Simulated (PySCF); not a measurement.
A calculated (PBE, PySCF 2.14, x2c-TZVPPall, scalar relativity by spin-free X2C-1e) atom or ion has these occupied shells.

| shell | electrons | orbital energy (eV) | rms radius, mean of both spins (bohr) |
| --- | --- | --- | --- |
| 1s α | 1 | -82861.8 | 0.0187 |
| 1s β | 1 | -82861.7 | 0.0187 |
| 2s α | 1 | -14693.4 | 0.0756 |
| 2s β | 1 | -14693.4 | 0.0756 |
| 2p α | 3 | -12733.5 | 0.0694 |
| 2p β | 3 | -12733.5 | 0.0694 |
| 3s α | 1 | -3495.8 | 0.193 |
| 3s β | 1 | -3495.8 | 0.193 |
| 3p α | 3 | -2926.4 | 0.195 |
| 3p β | 3 | -2926.4 | 0.195 |
| 3d α | 5 | -2299.4 | 0.178 |
| 3d β | 5 | -2299.4 | 0.178 |
| 4s α | 1 | -775.90 | 0.424 |
| 4s β | 1 | -775.88 | 0.424 |
| 4p α | 3 | -587.98 | 0.452 |
| 4p β | 3 | -587.96 | 0.452 |
| 4d α | 5 | -357.51 | 0.482 |
| 4d β | 5 | -357.49 | 0.482 |
| 5s α | 1 | -126.91 | 0.957 |
| 5s β | 1 | -126.89 | 0.957 |
| 4f α | 7 | -105.46 | 0.531 |
| 4f β | 7 | -105.44 | 0.531 |
| 5p α | 3 | -76.174 | 1.10 |
| 5p β | 3 | -76.121 | 1.10 |
| 5d α | 5 | -19.136 | 1.60 |
| 5d β | 5 | -18.826 | 1.60 |
| 6s α | 1 | -15.048 | 2.73 |

(1) Name the element and its charge.

## Answers

(1) Hg⁺ (mercury, charge +1), in [Xe] 4f14 5d10 6s1, 2S determinant.
